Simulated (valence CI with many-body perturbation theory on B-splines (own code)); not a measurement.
## Br²⁸⁺: what each term of the Hamiltonian does

Computed by valence CI with perturbative core correlation (CI+MBPT): five valence electrons over a frozen Dirac-Fock core [He], a basis of 9 s, 9 p, 8 d, 6 f, 3 g, 1 h functions for each j, with the one-electron correlation potential Σ1 (screened to all orders), the two-electron term Σ2, the three-electron term Σ3, Breit, model QED; selected single and double excitations, second order for the rest (own B-spline code, finite nucleus).

No measured spectrum was set against this ion. As an estimate, large intervals hold to a few tenths of a per cent, small ones and those within an open d or f shell to about a per cent. Among the levels kept, up to 1500 cm⁻¹ of a level comes from second order outside the variational space, and about a tenth of that is noise between levels of different J, which matters for small intervals.

Each rung adds one term. CI alone is the Dirac-Coulomb CI over the frozen core; QED comes last and gives the full result, which names the levels. Energies are above (2s^2 2p1/2^2 2p3/2) J=3/2 on the same rung, in eV.

Levels are named by their leading jj configuration (3d3/2^4 stands for four electrons in 3d with j = 3/2), which in mixed levels can hold well under half, so a name can repeat and another be missing. Letters in brackets count levels of one name in rising energy.

| Level | CI alone |
| --- | --- |
| (2s^2 2p1/2 2p3/2^2) J=3/2 | 42.6 |
| (2s^2 2p1/2 2p3/2^2) J=5/2 | 55.7 |
| (2s^2 2p1/2 2p3/2^2) J=1/2 | 70.6 |
| (2s^2 2p3/2^3) J=3/2 | 112.0 |
| (2s 2p1/2^2 2p3/2^2) J=5/2 | 163.7 |
| (2s 2p1/2^2 2p3/2^2) J=3/2 | 192.6 |
| (2s 2p1/2^2 2p3/2^2) J=1/2 | 194.0 |
| (2s 2p1/2 2p3/2^3) J=3/2 [a] | 228.8 |
| (2s 2p1/2 2p3/2^3) J=5/2 | 242.5 |
| (2s 2p1/2 2p3/2^3) J=1/2 | 260.7 |
| (2s 2p1/2 2p3/2^3) J=3/2 [b] | 271.9 |
| (2s 2p3/2^4) J=1/2 | 318.4 |
| (2p1/2^2 2p3/2^3) J=3/2 | 406.3 |
| (2p1/2 2p3/2^4) J=1/2 | 457.7 |
| (2s^2 2p1/2^2 3s) J=1/2 | 1766.2 |
| (2s^2 2p1/2^2 3p1/2) J=1/2 | 1803.1 |

Problem. What do these energies become with core correlation, Breit and QED?

Solution. (2s^2 2p1/2 2p3/2^2) J=3/2 42.0 (-0.61); (2s^2 2p1/2 2p3/2^2) J=5/2 54.1 (-1.63); (2s^2 2p1/2 2p3/2^2) J=1/2 70.1 (-0.53); (2s^2 2p3/2^3) J=3/2 110.2 (-1.74); (2s 2p1/2^2 2p3/2^2) J=5/2 161.9 (-1.79); (2s 2p1/2^2 2p3/2^2) J=3/2 190.8 (-1.81); (2s 2p1/2^2 2p3/2^2) J=1/2 192.7 (-1.35); (2s 2p1/2 2p3/2^3) J=3/2 [a] 226.8 (-2.01); (2s 2p1/2 2p3/2^3) J=5/2 239.6 (-2.94); (2s 2p1/2 2p3/2^3) J=1/2 258.7 (-2.02); (2s 2p1/2 2p3/2^3) J=3/2 [b] 269.0 (-2.90); (2s 2p3/2^4) J=1/2 315.3 (-3.10); (2p1/2^2 2p3/2^3) J=3/2 403.2 (-3.09); (2p1/2 2p3/2^4) J=1/2 453.7 (-4.05); (2s^2 2p1/2^2 3s) J=1/2 1765.8 (-0.35); (2s^2 2p1/2^2 3p1/2) J=1/2 1802.7 (-0.37).

Problem. How does the ionisation energy move along the ladder, and which term matters most?

Solution. CI alone 3169.0, + Σ1 3169.3, + Σ2 3169.4, + Σ3 3169.2, + Breit 3168.0, + QED 3168.0 eV. The largest step is Breit, -1.2 eV. NIST lists 3169 ± 24 eV (semi-empirical).
